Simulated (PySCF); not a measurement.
How methods differ on the excitation energy of C

C [He] 2s2 2p2 (3P) → C [He] 2s1 2p2 3s1 (5P), as a difference of total energies. Calculation: PySCF 2.14, in x2c-TZVPPall with one added diffuse shell each of s, p, d type (6s4p3d1f, 40 functions); scalar relativity by spin-free X2C-1e. Correlated levels: valence and next inner shell: nothing frozen. The calculations carry no spin-orbit coupling.

```
                                method  excitation energy (eV)
                                   UHF                  10.984
    MP2 (valence and next inner shell)                  12.389
SCS-MP2 (valence and next inner shell)                  12.727
   CCSD (valence and next inner shell)                  12.778
CCSD(T) (valence and next inner shell)                  12.833
```

Task: How much does correlation contribute at CCSD(T) (valence and next inner shell)?

Result: 12.833 − (10.984) = 1.849 eV, measured against UHF.

The upper state lies above the first ionisation limit, but in LS coupling its spin forbids autoionisation to the ground ion. A Rydberg-like electron needs more diffuse functions than a valence basis has.

The promoted electron is Rydberg-like, and one or two diffuse shells describe it only roughly, which tends to raise the upper state.
